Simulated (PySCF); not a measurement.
Spin-rotation constants: `C=C(F)[S@](=O)OCF`, C$_{3}$H$_{4}$F$_{2}$O$_{2}$S

Geometry:
```tsv
atom	x (Å)	y (Å)	z (Å)
C1	2.331	-0.268	0.259
C2	1.482	0.422	-0.469
F3	1.652	0.686	-1.773
S4	-0.074	1.150	0.194
O5	0.031	0.975	1.623
O6	-0.964	-0.187	-0.403
C7	-2.146	-0.421	0.234
F8	-3.091	0.497	-0.145
H9	2.109	-0.406	1.303
H10	3.234	-0.701	-0.135
H11	-2.515	-1.409	-0.064
H12	-2.049	-0.339	1.328
```

The calculation used GIAO CAM-B3LYP/pcSseg-1 magnetisability, rotational g tensor and spin-rotation constants, non-relativistic, gas phase in PySCF. Geometry: GFN2-xTB.

Give the nuclear spin-rotation constants along the inertial axes (H = +C I·J) beside the isotropic shieldings.

Rotational constants 3.2819, 1.0706, 0.9493 GHz. A star marks the isotopologue with that one atom substituted, in its own axes.
| atom | isotope | Caa (kHz) | Cbb (kHz) | Ccc (kHz) | mean (kHz) | σ (ppm) |
| --- | --- | --- | --- | --- | --- | --- |
| F3 | 19F | 3.994 | 1.077 | 0.848 | 1.973 | 289.9 |
| F8 | 19F | 0.764 | 1.138 | 0.769 | 0.891 | 349.5 |
| H9 | 1H | -0.282 | 0.048 | -0.086 | -0.107 | 25.9 |
| H10 | 1H | 0.144 | -0.101 | -0.081 | -0.013 | 26.0 |
| H11 | 1H | -0.258 | -0.062 | 0.009 | -0.104 | 25.9 |
| H12 | 1H | -0.288 | 0.066 | -0.092 | -0.105 | 25.7 |
| C1 | 13C* | 1.007 | 0.359 | 0.151 | 0.506 | 85.1 |
| C2 | 13C* | 1.393 | 0.497 | 0.305 | 0.732 | -4.6 |
| S4 | 33S* | 1.714 | 0.507 | 0.444 | 0.888 | 3.4 |
| O5 | 17O* | -0.278 | -0.405 | -0.126 | -0.270 | 155.1 |
| O6 | 17O* | -1.021 | -0.211 | -0.162 | -0.465 | 121.0 |
| C7 | 13C* | 0.853 | 0.308 | 0.221 | 0.461 | 88.0 |

For the geometry as given, no vibrational averaging.

How do the rotational constants and the g tensor change when H9, H10, H11, H12 are replaced by deuterium?

Constants 3.0732, 1.0023, 0.9002 GHz; g -0.0473, -0.0132, -0.0123, against -0.0504, -0.0140, -0.0131 before.
